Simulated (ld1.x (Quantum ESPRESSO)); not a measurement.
**Ranking TM potentials for Al**

All share these settings but for the change named:

ld1.x (Quantum ESPRESSO) 7.5 input, shortened:

```
&input
   title='Al', zed=13., rel=1, dft='PBESOL', iswitch=3,
   config='[Ne] 3s1.5 3p1.5 3d-2'
 /
 &inputp
   pseudotype=2, tm=.true., lloc=1,
   nlcc=.true., new_core_ps=.true.
 /
3
3S  1  0   1.50   0.00  1.55  1.55  0.0
3D  3  2  -2.00   0.20  1.70  1.70  0.0
3P  2  1   1.50   0.00  1.75  1.75  0.0
 &test
   configts(1)='3s1.5 3p1.5'
 /
```

Cutoff: the first of the cutoffs (Ry, on a coarse ladder) from which the occupation-weighted sum of valence levels, in a spherical-Bessel basis at the reference potential, stays within 10 and 1 mRy of its value at 400 Ry; the density cutoff is not measured.

The base gives 25 Ry.

Of 8 variants that were run, those that failed, showed a ghost or another fault, or gave nearly equal values are left out.

Problem. Rank these variants from softest to hardest (loose cutoff).
A. all radii but the core radius scaled by about 0.81 (s 1.26, p 1.42, d 1.38 bohr)
B. all radii but the core radius scaled by about 1.09 (s 1.68, p 1.90, d 1.86 bohr)
C. all radii but the core radius scaled by about 0.94 (s 1.46, p 1.64, d 1.60 bohr)
D. all radii but the core radius scaled by about 1.40 (s 2.18, p 2.46, d 2.38 bohr)
E. all radii but the core radius scaled by about 0.74 (s 1.16, p 1.30, d 1.26 bohr)

Solution. D (8 Ry), B (10 Ry), C (30 Ry), A (50 Ry), E (120 Ry).
